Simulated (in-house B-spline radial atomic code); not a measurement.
# Ionising V3+ with different functionals

Computed with a B-spline radial code for spherical atoms: four-component Dirac-Coulomb Hamiltonian, Fermi nucleus of rms radius 3.6002 fm, spin-restricted, spherical fractional occupations for the functionals. The ionisation energy is the difference of two self-consistent energies, [Ar] 3d2 → [Ar] 3d1, without Breit or QED terms; ε is the level of the shell that loses the electron (mean over j). The electron is taken from both j subshells in proportion to 2j + 1, so the result is a j average, not the step between ground levels.

Hybrids are left out here: with spherical fractional occupations of an open shell their exact exchange keeps a self-interaction that integer-occupation calculations don't have.

```csv
method,rung,ΔSCF (eV),-ε(3d) (eV)
LDA VWN5,LDA,46.15,37.22
relativistic LDA,LDA,46.17,37.24
LDA PW92,LDA,46.14,37.22
LDA exchange-only,LDA,44.43,35.57
PBE,GGA,45.87,36.95
PBEsol,GGA,45.83,36.91
BLYP,GGA,45.85,36.94
RPBE,GGA,45.80,36.89
PW91,GGA,46.00,37.07
BP86,GGA,45.91,36.99
AM05,GGA,45.83,36.91
OLYP,GGA,46.03,37.08
```

(1) How do they compare with the NIST value?

Results:

(1) NIST lists 46.71 eV ± 0.005 (measured, ground level to ground level). Errors run from -2.28 to -0.54 eV. The correlated functionals all miss on the same side by more than they spread, so the cause is common to them (Breit-QED terms, spin polarisation, the choice among j levels, multiplet and fine-structure energies, or a listed next ion that isn't the cheapest removal here) and closeness doesn't rank the functionals.
